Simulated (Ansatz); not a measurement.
Relaxation of GeH$_{4}$NO (7 atoms, charge -1, multiplicity 1), to a largest force component of 0.02 eV/Å in at most 50 steps.

Computed with Ansatz, RKS PBE-D4/def2-SVP.

```xyz
7
Properties=species:S:1:pos:R:3:forces:R:3
N -1.134 -0.660 -0.675 -0.15 -1.16 -0.56
Ge -0.006 0.355 0.154 0.12 0.99 0.47
O 1.526 -0.604 0.256 1.06 0.55 0.60
H -2.049 -0.233 -0.800 -0.62 0.34 -0.06
H 0.532 1.746 -0.430 0.09 0.24 -0.20
H -0.184 0.822 1.674 -0.09 0.02 0.32
H 1.315 -1.426 -0.179 -0.40 -0.98 -0.57
```

Question: Where does it end, and by what steps?

Answer: The forces met the threshold. The force dipped under the threshold on the way, but the program's further checks kept it going. Limits of this set-up: an anion without diffuse functions, the dipole of an ion depends on the origin. After 29 steps the energy has fallen by 0.235 eV; H4 moved furthest, 0.74 Å.

| step | energy less start (eV) | largest force component (eV/Å) | accepted |
| --- | --- | --- | --- |
| 0 | 0.0000 | 1.158 | yes |
| 2 | -0.0854 | 0.167 | yes |
| 4 | -0.0904 | 0.031 | yes |
| 6 | -0.0905 | 0.004 | yes |
| 8 | -0.0957 | 0.219 | yes |
| 10 | -0.1209 | 0.615 | yes |
| 12 | -0.1227 | 0.802 | yes |
| 14 | -0.0743 | 1.665 | no |
| 16 | -0.1743 | 0.167 | yes |
| 18 | -0.1857 | 0.286 | yes |
| 20 | -0.2149 | 0.603 | yes |
| 22 | -0.2190 | 1.070 | yes |
| 24 | -0.2335 | 0.102 | yes |
| 26 | -0.2350 | 0.038 | yes |
| 28 | -0.2353 | 0.032 | yes |
| 29 | -0.2354 | 0.013 | yes |

```xyz
7
Properties=species:S:1:pos:R:3
N -1.529 -0.462 -0.225
Ge -0.049 0.412 0.238
O 1.555 -0.536 -0.064
H -1.530 -0.470 -1.267
H 0.434 1.810 -0.396
H -0.079 0.693 1.801
H 1.198 -1.447 -0.087
```

Whether the end is a true minimum wasn't checked by a vibrational analysis.

Time of the run: 33 s on 1 CPU thread of a shared host.
